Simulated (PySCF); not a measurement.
Compound: C5H7GeNO.
Bonds: Ge1–O2, O2–C3, C3–C4 (aromatic), C4–C5 (aromatic), C5–C6 (aromatic), C6–C7 (aromatic), C7–N8 (aromatic), C3–N8 (aromatic). Hydrogens: H9, H10, H11 on Ge1; H12 on C4; H13 on C5; H14 on C6; H15 on C7.

The closed-shell SCF was solved with PySCF and density fitting under several settings on one GFN2-xTB geometry (grid level 2 and gas phase unless stated).

```
                                             settings  basis functions  SCF cycles      E (Eh)  HOMO (eV)  LUMO (eV)  dipole (D)
                                        PBE0/pcSseg-1              195          12  -2400.8434      -6.89      -0.83        1.52
                                       PBE0/def2-SVPD              237          12  -2400.6214      -6.88      -0.86        1.45
CAM-B3LYP/ANO-RCC-VDZP, IEF-PCM benzene, grid level 4              160          12  -2388.6200      -7.86       0.66        1.77
```

Task: Estimate the row for these settings: PBE0/3-21G, IEF-PCM cyclohexane.

Result: 
```json
{"settings": "PBE0/3-21G, IEF-PCM cyclohexane", "basis functions": "99", "SCF cycles": "12", "E (Eh)": "-2389.2671", "HOMO (eV)": "-6.66", "LUMO (eV)": "-0.41", "dipole (D)": "1.79"}
```

Task: Over all rows, what range does the HOMO–LUMO gap span?

Result: From 6.02 eV (PBE0/def2-SVPD) to 8.52 eV (CAM-B3LYP/ANO-RCC-VDZP, IEF-PCM benzene, grid level 4). The functional of the narrowest has 25 % exact exchange, that of the widest range-separated exact exchange.

Task: And the dipole moment?

Result: From 1.45 D (PBE0/def2-SVPD) to 1.79 D (PBE0/3-21G, IEF-PCM cyclohexane); the largest is 1.23 times the smallest, and the median is 1.65 D.

Task: Compare two rows with the functional PBE0: PBE0/pcSseg-1 and PBE0/def2-SVPD. Which energy is lower, and by how much?

Result: PBE0/pcSseg-1 (195 functions) lies 0.2220 Eh or 139 kcal/mol below PBE0/def2-SVPD (237 functions). The smaller set gives the lower energy; the two sets aren't nested, so the variational bound doesn't order them by size.

Cycle counts include a coarse-grid stage where the run had one. ANO-RCC sets were contracted for a scalar-relativistic Hamiltonian, but ran non-relativistically here. One conformer (not necessarily the lowest) at the GFN2-xTB geometry, without vibrations or thermal averaging.

Shape of the structure used: `[GeH3:1][O:2][c:3]1[cH:4][cH:5][cH:6][cH:7][n:8]1`: Ge1–O2–C3–C4 180°.
